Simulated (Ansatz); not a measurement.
```yaml
crystal:
  periodic: [false, false, false]
  atoms:
    - {symbol: P, position_ang: [-1.428357, 0.754111, -1.956855]}
    - {symbol: Sn, position_ang: [0.736403, 0.080484, 0.192103]}
    - {symbol: S, position_ang: [0.553990, -2.906913, 0.540226]}
    - {symbol: H, position_ang: [-2.727727, 0.778168, -0.746427]}
    - {symbol: H, position_ang: [-1.133102, 2.501497, -1.808954]}
    - {symbol: H, position_ang: [0.410399, 0.967350, 2.108183]}
    - {symbol: H, position_ang: [2.671171, 0.608360, -0.546642]}
    - {symbol: H, position_ang: [1.032473, -2.854432, 2.148489]}
basis:
  gaussian: {orbitals: def2-TZVPP}
total_charge: -3
magnetization: {spin_polarized: true, initial_magnetization: 1}
hamiltonian: {xc: {name: revPBE}, dispersion: d4}
accuracy: high
```

```sh
$ ansatz run in.yaml --threads 2 --pin off --events-out ev --progress --plain --max-ram 4352MiB
```

It prints (some lines left out):

```
Functional definition: revPBE
3532 factors; integrals over basis functions are off by at most 7.3e-8 eV
mean field evaluation 1: about -26007.9136 eV, gradient 4.5e1 eV
mean field evaluation 2: about -25933.9448 eV, gradient 1.1e2 eV
mean field evaluation 4: about -26007.3709 eV, gradient 3.4e1 eV
mean field evaluation 8: about -26022.5377 eV, gradient 5.5e0 eV
mean field evaluation 16: about -26023.0289 eV, gradient 1.5e0 eV
mean field evaluation 32: about -26023.0619 eV, gradient 1.3e-6 eV
mean field -26023.07756552 eV, -956.3304614575 hartree, gradient 9.1e-8 eV, S^2 0.752727; 16 other end points of the search recorded, 0 dependent functions left out
reference -26023.07757086 eV, -956.3304616536 hartree; 31, 30 occupied and 173, 174 virtual orbitals, 3532 factors
Total energy: -26023.98657089 eV, -956.3638667886 hartree
```

(1) What is wrong with this run?

Answers

(1) The charge is far from anything that the molecule holds. Self-consistency was reached. The result belongs to that input, not to the molecule as meant.
